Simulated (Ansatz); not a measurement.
A made-up structure of AlSnH5, closed shell:

```
7
angstrom
Al -0.4568 -1.4996 0.0784
Sn 0.3084 1.0415 -0.0715
H -0.0962 -2.3559 1.3659
H -1.2713 -2.1807 -1.1018
H -0.1628 1.8208 -1.5200
H -0.3321 1.9746 1.2142
H -0.0458 -2.6093 -0.8755
```

It is relaxed with PBE-D4/def2-SVP and then PBE0-D4/def2-TZVP (Ansatz 0.2.0). Atoms count as bonded within 1.22 times the sum of their covalent radii (H–H: 0.88 Å). The end point is not checked to be a true minimum.

Does its bonding change? (Judge from chemistry; the calculation decides.)

By the calculation: Yes. Formed: Sn2–H4; broken: none.

Where it ends: The first stage lowers the energy by 2.43 eV in 15 steps. It ends as AlSnH₅ ([H]1[AlH2][SnH2]1):
```xyz
7
angstrom
Al -0.0436 -1.8766 0.0437
Sn 0.1056 0.6946 -0.1317
H -0.3089 -2.4302 1.4967
H -1.2973 -0.6772 -0.3859
H -0.1216 1.4760 -1.6482
H -0.7960 1.6761 0.9577
H 0.4054 -2.6714 -1.2426
```

Labels in which every atom is bracketed show which atoms are joined, not bond orders.

For scale, one of the runs: PBE0-D4/def2-TZVP relaxation, 117 basis functions, launched by `ansatz run in.yaml --threads 2 --pin off --events-out ev --progress --plain --max-ram 4352MiB`. The run took about 14 s on 2 CPU threads of an Arm Neoverse V2 (shared host).
